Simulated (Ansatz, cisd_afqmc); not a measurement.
Species: BHF, charge 0, doublet. BHF (SMILES [BH]F, doublet).
B3LYP-D3(BJ)/def2-TZVP minimum from Ansatz (a quantum-chemistry and plane-wave program):
```xyz
3

B     -0.6180     0.4147     0.0242
F      0.5272    -0.2094    -0.0070
H     -1.6550    -0.1892    -0.0583
```
Charge 0, spin multiplicity 2.

Total energies in cc-pVDZ, 11 correlated electrons, 2 frozen orbitals. Radicals and triplets start from unrestricted determinants; spin-orbit coupling is neglected. Cores are frozen in correlated methods. No relativity. AFQMC/CISD: phaseless, guided by CISD from CCSD amplitudes; bars are statistical, one sigma. Outlying blocks are dropped, and bars are widened where a walk drifts. Over all cases where full CI ran beside it in this data, AFQMC minus full CI had a median of +0.1 mEh and passed +0.4 mEh in a tenth of the cases.

```
method         program         energy (Eh)  minus CCSDTQ (mEh)
----------  ----------  ------------------  ------------------
HF              Ansatz          -124.68423              270.41
MP2             Ansatz          -124.93523               19.41
CCSD            Ansatz          -124.94868                5.96
CCSD(T)         Ansatz          -124.95373                0.91
CCSDT(Q)        Ansatz          -124.95470               -0.05
CCSDTQ          Ansatz          -124.95464                0.00
AFQMC/CISD  cisd_afqmc  -124.9544 ± 0.0003           0.3 ± 0.3
```

Rough core times of Ansatz's runs on a shared machine: CCSD(T) under 20 s, CCSDT(Q) 40 s, CCSDTQ 30 min.
